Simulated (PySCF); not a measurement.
**Electron correlation in I³⁺ (iodine, charge +3)**

[Kr] 4d10 5s2 5p2, high-spin 3P determinant. All numbers are calculated (PySCF 2.14, scalar relativity through the core potential, in cc-pVTZ-PP with ECP28MDF). Frozen: 4s2 4p6 4d10; 4 electrons correlated.

MP2 pair energies summed by pair of shells (mhartree):

| pair | energy | share (%) |
| --- | --- | --- |
| 5s-5p | -30.92 | 63.2 |
| 5s-5s | -13.15 | 26.9 |
| 5p-5p | -4.82 | 9.9 |

Total MP2 correlation energy: -48.89 mhartree.

Same-spin part -7.88 and opposite-spin part -41.01 mhartree; SCS-MP2 scales them by 1/3 and 6/5 to -51.84 mhartree.

```csv
level,correlation energy (mhartree)
CCSD,-62.33
(T),-1.16
CCSD(T),-63.49
```

Diagnostics: T1 = 0.0056, D1 = 0.0148, largest double amplitude 0.090.

Question: Is a single reference adequate?

Answer: Mostly. T1 lies below 0.03, but a double amplitude of this size points to a near-degeneracy that CCSD handles and MP2 describes poorly.
